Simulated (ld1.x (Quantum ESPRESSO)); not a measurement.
**An odd input for ld1.x (Quantum ESPRESSO) 7.5 (fluorine (F))**

Command:

```bash
ld1.x < F.in > F.out
```

Input:

```
&input
   title='F', zed=9., rel=0, dft='PBE', iswitch=3, dx=0.05,
   config='[He] 2s2 2p5',
   nld=2, rlderiv=1.85, eminld=-4.0, emaxld=5.0, deld=0.02
 /
 &inputp
   pseudotype=2, tm=.true., lloc=-1, rcloc=0.95,
   nlcc=.true., rcore=0.65,
   file_pseudopw='F.UPF', file_wfcaegen='ae.wfc', file_wfcncgen='nc.wfc', file_beta='beta', file_chi='chi'
 /
2
2S  1  0   2.00   0.00  0.85  0.85  0.0
2P  2  1   5.00   0.00  1.70  1.70  0.0
 &test
   configts(1)='2s2 2p5'
 /
```

This is an input that runs to its end, with one change: mesh step dx=0.05.

Task: How does the run end?

Result: The program runs through. The occupied levels of the test differ from the all-electron ones by at most 0.00004 Ry (unchanged input: 0.00000 Ry).

```
     dft =PBE   lsd =0 sic =0 latt =0  beta=0.20 tr2=1.0E-14
     mesh = 277 r(mesh) =  99.76081 xmin = -7.00 dx = 0.05000

     n l     nl             e AE (Ry)        e PS (Ry)    De AE-PS (Ry)
     1 0     2S   1( 2.00)       -2.19179       -2.19183        0.00004
     2 1     2P   1( 5.00)       -0.81755       -0.81754       -0.00001

     eps = 1.3E-15  iter =  6

     Etot =    -199.313497 Ry,     -99.656748 Ha,   -2711.798275 eV
     Etotps =   -47.152067 Ry,     -23.576034 Ha,    -641.536556 eV

     Ekin =      30.577386 Ry,      15.288693 Ha,     416.026534 eV
     Encl =    -107.060497 Ry,     -53.530249 Ha,   -1456.632274 eV
     Ehrt =      41.243671 Ry,      20.621836 Ha,     561.148737 eV
     Ecxc =      -8.889188 Ry,      -4.444594 Ha,    -120.943561 eV
     (Ecc =      -0.014199 Ry,      -0.007100 Ha,      -0.193190 eV)
     Epseu=      -3.023440 Ry,      -1.511720 Ha,     -41.135991 eV

     ---------------------- End of pseudopotential test ----------------------
```
